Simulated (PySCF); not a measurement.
C4H5FO, SMILES FC1=COCC1. Atoms are numbered in the order given.

```xyz
11

F      0.0126    -2.1157     0.0000
C     -0.0369    -0.7748     0.0000
C     -1.1403    -0.0006     0.0000
O     -0.8704     1.3410     0.0000
C      0.5785     1.4876     0.0000
C      1.2073     0.0696     0.0000
H     -2.1998    -0.2842     0.0000
H      0.8575     2.0766     0.8978
H      0.8575     2.0766    -0.8978
H      1.8416    -0.1230     0.8931
H      1.8416    -0.1230    -0.8931
```
Charge 0, spin multiplicity 1.

Coordinates come from a PBE-D3(BJ)/def2-SVP optimisation. The geometry has at least one imaginary mode, so it is a saddle point at that level. One conformer was computed; it need not be the lowest.

Computed with SMD-PBE0/6-31G* (PySCF).

Solvation free energies are E(SMD) − E(gas) at the gas-phase geometry, for 1 M in both phases. In vacuum the dipole moment is 1.44 D.

Computed solvation free energies in water, methanol, chlorobenzene:
```json
[
 {"solvent": "water", "ΔG(solv) (kcal/mol)": "-1.4", "its non-electrostatic (CDS) part": "3.8", "dipole (D)": "1.91"},
 {"solvent": "methanol", "ΔG(solv) (kcal/mol)": "-3.7", "its non-electrostatic (CDS) part": "1.4", "dipole (D)": "1.89"},
 {"solvent": "chlorobenzene", "ΔG(solv) (kcal/mol)": "-3.9", "its non-electrostatic (CDS) part": "-0.9", "dipole (D)": "1.74"}
]
```
